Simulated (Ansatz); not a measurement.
A nudged elastic band was laid between two geometries of CH$_{2}$BFOS (7 atoms, charge 0, multiplicity 1).

All numbers below come from RKS PBE0-D4/6-31G* in Ansatz 0.2.0.

```
movable images  : 5
climbing image  : yes
spring          : 5.0 eV/Å²
optimiser       : quadratic models (default)
start path      : through a guess of the saddle point
force threshold : 0.05 eV/Å
iteration limit : 60
end points      : relaxed
```

Image 0:

```xyz
7
Properties=species:S:1:pos:R:3
O -0.626 0.080 1.301
C 0.062 -0.255 0.199
F 0.763 -1.398 0.383
B -0.264 0.258 -1.205
S 1.158 1.110 -0.652
H -0.056 -0.041 2.077
H -0.976 0.177 -2.149
```

Image 6:

```xyz
7
Properties=species:S:1:pos:R:3
O -0.172 -0.246 1.508
C 0.212 -0.438 0.242
F 0.897 -1.573 0.195
B -0.243 0.273 -1.036
S 1.236 1.105 -0.654
H -0.760 0.522 1.549
H -1.110 0.289 -1.850
```

**Question.** Which bonds break or form, and what moves?

**Answer.** No bond is made or broken. The dihedral H6–O1–C2–B4 goes from -157 to -6°.

**Question.** Give the energies along the band, and the barrier.

**Answer.** The forces met the threshold. The highest image is number 3 of 0 to 6, 18.1 kJ/mol above the first end and 9.5 kJ/mol above the last; the last end lies 8.6 kJ/mol above the first. A vibrational analysis at the climbing image gives one clearly imaginary mode, 381i cm⁻¹: a first-order saddle point.

```csv
image,path coordinate (Å),energy (kJ/mol),dihedral H6–O1–C2–B4 (°)
0,0.00,0.0,-157
1,0.33,3.9,-133
2,0.65,12.7,-107
3,0.98,18.1,-75
4,1.23,15.1,-48
5,1.48,10.4,-23
6,1.74,8.6,-6
```

**Question.** What is the geometry of the highest image?

**Answer.** 
```xyz
7
Properties=species:S:1:pos:R:3
O -0.477 -0.276 1.407
C 0.132 -0.422 0.196
F 0.801 -1.586 0.179
B -0.277 0.255 -1.111
S 1.140 1.075 -0.467
H -0.250 0.579 1.792
H -1.008 0.306 -2.042
```

**Question.** What are the harmonic wavenumbers there?

**Answer.** 381i, 265, 317, 342, 514, 587, 728, 744, 898, 929, 1158, 1312, 1393, 2782, 3845 cm⁻¹.

The band took 8 iterations and of the order of 2.9 core-minutes.

Run time: 2.9 min on 1 thread of Intel(R) Xeon(R) Platinum 8375C CPU @ 2.90GHz (Ice Lake) (shared host), peak memory 0.18 GiB.
